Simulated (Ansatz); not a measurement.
The cluster Cu₄Ag⁻: single points at one geometry.

```yaml
crystal:
  periodic: [false, false, false]
  atoms:
    - {symbol: Ag, position_ang: [-0.725911, -0.329974, 1.267403]}
    - {symbol: Cu, position_ang: [1.265682, 0.949646, 0.393052]}
    - {symbol: Cu, position_ang: [-0.790329, -0.733821, -1.222839]}
    - {symbol: Cu, position_ang: [1.182544, -1.440507, -0.003845]}
    - {symbol: Cu, position_ang: [-0.931986, 1.554656, -0.433771]}
basis:
  gaussian: {orbitals: def2-TZVPD, initial_orbitals: start.molden}
total_charge: -1
hamiltonian: {xc: {name: r2SCAN0}, dispersion: d4}
scf: {omitted_lower_state_checks: [starts]}
output: {orbitals: {seedname: orbitals}}
```

The file start.molden holds the orbitals of an earlier run on this structure, at another level or in another basis.

```sh
$ ansatz run in.yaml --threads 4 --pin off --events-out ev --progress --plain --max-ram 4787MiB
```

Shortened log:

```
Functional definition: r2SCAN0
2302 factors; integrals over basis functions are off by at most 2.9e-4 eV
mean field evaluation 1: about -182559.1994 eV, gradient 8.9e0 eV
mean field evaluation 2: about -182559.2654 eV, gradient 1.2e-1 eV
mean field evaluation 4: about -182559.5921 eV, gradient 3.9e-3 eV
mean field -182559.59206492 eV, -6708.9412650499 hartree, gradient 5.0e-5 eV, S^2 0.000000; 0 other end points of the search recorded, 0 dependent functions left out
reference -182559.59207370 eV, -6708.9412653725 hartree; 68, 68 occupied and 164, 164 virtual orbitals, 2302 factors
Total energy: -182559.66758948 eV, -6708.9440405264 hartree
Checks for a lower state left out: starts
```

Run time 19 s (4 threads of Arm Neoverse V1 on a shared host), peak host memory 1.1 GiB.

The first input with `correlation: {method: mp2, frozen_orbitals: {Ag: 0, Cu: 9}}` and without the key `hamiltonian` (abridged; 17 s):

```
Functional definition: HF
mean field -182366.43031447 eV, -6701.8427016507 hartree, gradient 1.6e-6 eV, S^2 0.000000; unrestricted orbitals would lower it
mean field evaluation 16: about -182366.5349 eV, gradient 3.7e0 eV
36 core orbitals not correlated, not the lowest: weight in the atoms' cores, before any rotation towards them, 1.000 or more for the frozen orbitals, at most 0.000 for the correlated occupied ones
second order -62.83838978 eV of doubles, -0.00000000 eV of singles
Total energy: -182429.26870425 eV, -6704.1519698816 hartree
Checks for a lower state left out: starts
```

As the first input, with `hamiltonian: {xc: pbe, dispersion: d4}`, `output: {forces: true, orbitals: {seedname: orbitals}}` (abridged; 6.5 s):

```
Functional definition: PBE
mean field -182541.95275706 eV, -6708.2930324424 hartree, gradient 3.5e-5 eV, S^2 0.000000
Total energy: -182542.26991008 eV, -6708.3046876009 hartree
Atom 0 force    -0.087706    -0.040976     0.154062 eV/Å
Atom 1 force     0.301183     0.237511     0.166336 eV/Å
Atom 2 force    -0.246174    -0.210557    -0.263592 eV/Å
Atom 3 force     0.207709    -0.264544     0.011071 eV/Å
Atom 4 force    -0.175013     0.278565    -0.067877 eV/Å
Dipole moment:    -0.206386    -0.093795     0.360340 e Å
Checks for a lower state left out: starts
```

As the first input, with `hamiltonian: {xc: r2scan, dispersion: d4}` (abridged; 13 s):

```
Functional definition: r2SCAN
mean field -182567.42973158 eV, -6709.2292939871 hartree, gradient 3.0e-5 eV, S^2 0.000000
Total energy: -182567.48558939 eV, -6709.2313467238 hartree
Checks for a lower state left out: starts
```

The first input with `hamiltonian: {xc: {name: wB97X-V}}` (abridged; 31 s):

```
Functional definition: wB97X-V
mean field -182547.31408847 eV, -6708.4900577378 hartree, gradient 3.2e-5 eV, S^2 0.000000
Total energy: -182547.31408679 eV, -6708.4900576760 hartree
Checks for a lower state left out: starts
```

As the first input, with `hamiltonian: {xc: lda}` (abridged; 3.2 s):

```
Functional definition: SPW92
mean field -182261.69443421 eV, -6697.9937290437 hartree, gradient 1.9e-5 eV, S^2 0.000000
Total energy: -182261.69446771 eV, -6697.9937302748 hartree
Checks for a lower state left out: starts
```

First input, but with `hamiltonian: {xc: pbe0, dispersion: d4}` (abridged; 15 s):

```
Functional definition: PBE0
mean field -182539.89161534 eV, -6708.2172868812 hartree, gradient 5.3e-5 eV, S^2 0.000000
Total energy: -182540.16038446 eV, -6708.2271639641 hartree
Checks for a lower state left out: starts
```

Geometry: PBE-D4/def2-SVPD.

In the def2 sets Ag takes a core potential; there is no spin–orbit coupling. Correlated methods freeze 36 core orbitals; core or outer-core shells of Ag are correlated, in sets that lack core-valence functions. The restricted singlet is unstable towards broken spin symmetry in Hartree–Fock (as tested in another run); at r2SCAN0-D4/def2-TZVPD, PBE-D4/def2-TZVPD, r2SCAN-D4/def2-TZVPD, ωB97X-V/def2-TZVPD and others this wasn't settled. At MP2/def2-TZVPD the restricted singlet (for correlated methods, its reference) is unstable: a solution with broken spin symmetry lies lower. At PBE-D4/def2-TZVPD, r2SCAN-D4/def2-TZVPD the highest occupied level of the charge -1 singlet lies above zero (up to 0.07 eV). The electron is either unbound and held by the finite basis, or the level is raised by self-interaction error. No other spin state of charge -1 was run. Another isomer (singlet) lies 0.74 eV lower at PBE0-D4/def2-TZVPD; other spin states weren't run for this one.
